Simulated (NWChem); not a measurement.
Species: SiF$_{2}$, singlet; SMILES [Si](F)F

```xyz
3

Si     0.0000     0.0000     0.5837
F      1.2659     0.0000    -0.4664
F     -1.2659     0.0000    -0.4664
```
Atoms are numbered in this order, from 1.

All runs: NWChem. Pople sets run with spherical d functions. Low-valent species are run as closed-shell singlets; no triplet was tried in these runs. All runs use the structure optimised with PBE-D3(BJ)/def2-SVP. Level: M06-2X/6-31G* with SMD (1 M gas to 1 M solution), gas-phase geometry. Reactions with the solvent are ignored.

For solvent water:

- solvation free energy (kcal/mol) = -1.1
- cavity-dispersion-structure term (kcal/mol) = 1.7

Task: How do the values read with solvent diethyl ether instead?

Result: 
| Item | Result |
|---|---|
| solvation free energy (kcal/mol) | -2.6 |
| cavity-dispersion-structure term (kcal/mol) | -0.5 |
